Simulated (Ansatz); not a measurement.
Start from `F[SiH]1[SiH2][SiH2]1` and change one atom or group to get `Cl[SiH]1[SiH2][SiH2]1`.

Ansatz, PBE0-D4/def2-TZVP geometries, multiplicity 1. 

```tsv
property	`F[SiH]1[SiH2][SiH2]1`
HOMO energy (PBE/def2-TZVPP) / eV	-6.06
LUMO energy (B3LYP/def2-TZVPP) / eV	-1.77
size of the dipole moment (B3LYP/def2-TZVPP) / D	1.26
HOMO–LUMO gap (PBE0/def2-TZVPP) / eV	5.40
HOMO–LUMO gap (B3LYP/def2-TZVPP) / eV	5.11
LUMO energy (ωB97M-V/def2-TZVPP) / eV	0.23
```

Problem. What does the change do to each property? (Estimate.)

Solution. Computed: 
```tsv
property	`Cl[SiH]1[SiH2][SiH2]1`	shift
HOMO energy (PBE/def2-TZVPP) / eV	-5.95	0.11
LUMO energy (B3LYP/def2-TZVPP) / eV	-1.76	0.01
size of the dipole moment (B3LYP/def2-TZVPP) / D	1.27	0.01
HOMO–LUMO gap (PBE0/def2-TZVPP) / eV	5.27	-0.13
HOMO–LUMO gap (B3LYP/def2-TZVPP) / eV	4.99	-0.12
LUMO energy (ωB97M-V/def2-TZVPP) / eV	0.22	-0.01
```

Dipoles are sizes alone; their direction can turn.

B3LYP here is the variant with VWN-RPA as its local correlation; programs differ in this.
